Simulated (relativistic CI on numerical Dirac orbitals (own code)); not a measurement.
**L2,3 absorption of manganese in several valence states**

Computed multiplet spectra 2p⁶3dⁿ → 2p⁵3dⁿ⁺¹ (Dirac-Coulomb-Breit ions, Slater integrals scaled by 0.8, an assumed crystal field that grows with the charge, no charge transfer; 300 K; Lorentzian 0.4 eV and Gaussian 0.3 eV FWHM at both edges, so that L2 comes out sharper than in experiment). Peaks over 5 % are given in eV from the highest peak in the L3 region of each spectrum (height, largest 100). S of the lowest state is read from ⟨S²⟩, and the branching ratio is the share of L3, cut at the minimum between the edges.

Field parameters in Wybourne normalisation: Oh B⁴₀ = 21Dq, B⁴₄ = √(5/14) B⁴₀. The field is a parameter set, without covalency.

- Mn2+ (d5, Oh, 10Dq = 8750 cm⁻¹): S = 2.50, high spin, branching ratio 0.76; peaks -1.2 (24), 0.0 (100), 1.4 (30), 3.5 (11), 9.8 (15), 11.4 (17), 12.0 (18), 12.2 (18)
- Mn3+ (d4, Oh, 10Dq = 11350 cm⁻¹): S = 2.00, high spin, branching ratio 0.65; peaks -4.2 (6), -1.0 (47), 0.0 (100), 0.6 (80), 1.5 (66), 6.7 (25), 7.9 (34), 8.9 (28), 11.6 (44), 14.3 (6)
- Mn4+ (d3, Oh, 10Dq = 13900 cm⁻¹): S = 1.50, branching ratio 0.58; peaks -1.7 (52), 0.0 (100), 0.9 (90), 3.0 (27), 4.3 (14), 7.5 (28), 8.8 (80), 10.3 (39), 11.3 (68)
- Mn5+ (d2, Oh, 10Dq = 16450 cm⁻¹): S = 1.00, branching ratio 0.58; peaks -4.8 (6), -2.2 (22), 0.0 (100), 2.1 (35), 3.2 (20), 4.1 (12), 5.0 (20), 5.7 (15), 7.0 (20), 7.7 (22), 8.8 (49), 10.4 (42), 11.6 (55), 13.4 (7)

The centroid of the whole edge, which also moves with the branching ratio, lies at 645.3 (Mn2+), 648.6 (Mn3+), 652.9 (Mn4+), 657.6 (Mn5+) eV in this ionic model, in steps of 3.3 to 4.7 eV. Compounds show about 1 to 2 eV a unit and lower energies for the high valences, since ligands screen the charge. The multiplet shape follows the d count and the spin state, and so serves as a fingerprint of valence.
